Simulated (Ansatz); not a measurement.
```yaml
crystal:
  periodic: [false, false, false]
  atoms:
    - {symbol: C, position_ang: [-0.716231, -0.907662, 2.050677]}
    - {symbol: O, position_ang: [0.128574, -0.453861, 1.020574]}
    - {symbol: W, position_ang: [0.411700, 0.890803, -0.212383]}
    - {symbol: C, position_ang: [0.539432, 0.015963, -2.123753]}
    - {symbol: O, position_ang: [1.905093, 1.674213, 0.005866]}
    - {symbol: S, position_ang: [-1.187600, 2.302964, -0.316715]}
    - {symbol: H, position_ang: [-1.697649, -0.432914, 1.981598]}
    - {symbol: H, position_ang: [-0.825482, -1.989945, 1.955882]}
    - {symbol: H, position_ang: [-0.263534, -0.678342, 3.017710]}
    - {symbol: H, position_ang: [0.743856, 0.775976, -2.880845]}
    - {symbol: H, position_ang: [-0.397777, -0.487822, -2.373348]}
    - {symbol: H, position_ang: [1.359619, -0.709373, -2.125263]}
basis:
  gaussian: {orbitals: ANO-RCC-VTZP}
hamiltonian: {xc: {name: B2GP-PLYP}}
output: {forces: true}
```

```sh
$ ansatz run in.yaml --threads 4 --pin off --events-out ev --progress --plain --max-ram 11315MiB
```

Output, abridged:

```
Functional definition: B2GP-PLYP
2341 factors; integrals over basis functions are off by at most 1.3e-3 eV
mean field evaluation 1: about -456392.4617 eV, gradient 8.5e1 eV
mean field evaluation 2: about -456392.6112 eV, gradient 8.5e1 eV
mean field evaluation 4: about -456403.9342 eV, gradient 2.4e1 eV
mean field evaluation 8: about -456404.8675 eV, gradient 1.1e0 eV
mean field evaluation 16: about -456404.8801 eV, gradient 2.5e-3 eV
mean field -456404.88005527 eV, -16772.5699796921 hartree, gradient 2.3e-6 eV, S^2 0.000000; 0 other end points of the search recorded, 0 dependent functions left out
32 core orbitals not correlated: weight in the atoms' cores, before any rotation towards them, 1.000 or more for the frozen orbitals, at most 0.000 for the correlated occupied ones
reference -456404.88023254 eV, -16772.5699862068 hartree; 30, 30 occupied and 280, 280 virtual orbitals, 2341 factors
second order -76.10093330 eV of doubles, -0.00000000 eV of singles
Total energy: -456432.27656853 eV, -16773.5767829844 hartree
Relativity: scalar
Atom 0 at    -0.716231    -0.907662     2.050677 Å, force    -0.285204    -0.194896     0.370597 eV/Å
Atom 1 at     0.128574    -0.453861     1.020574 Å, force     0.178711     0.151584    -0.203416 eV/Å
Atom 2 at     0.411700     0.890803    -0.212383 Å, force    -0.456206    -0.428922    -0.009310 eV/Å
Atom 3 at     0.539432     0.015963    -2.123753 Å, force     0.023540    -0.026137    -0.175438 eV/Å
Atom 4 at     1.905093     1.674213     0.005866 Å, force     0.428492     0.274235     0.041475 eV/Å
Atom 5 at    -1.187600     2.302964    -0.316715 Å, force     0.001048     0.063670    -0.010508 eV/Å
Atom 6 at    -1.697649    -0.432914     1.981598 Å, force     0.169053    -0.068308    -0.007386 eV/Å
Atom 7 at    -0.825482    -1.989945     1.955882 Å, force     0.021615     0.188863     0.007275 eV/Å
Atom 8 at    -0.263534    -0.678342     3.017710 Å, force    -0.068346    -0.031161    -0.175271 eV/Å
Atom 9 at     0.743856     0.775976    -2.880845 Å, force    -0.027661    -0.110124     0.096871 eV/Å
Atom 10 at    -0.397777    -0.487822    -2.373348 Å, force     0.130431     0.073635     0.046418 eV/Å
Atom 11 at     1.359619    -0.709373    -2.125263 Å, force    -0.115474     0.107562     0.018692 eV/Å
Dipole moment:    -0.281365    -0.717369     0.182806 e Å
```

Hardware: 4 threads of an Arm Neoverse V1 on a shared host. Wall time 2.4 min, peak host memory 2.9 GiB.
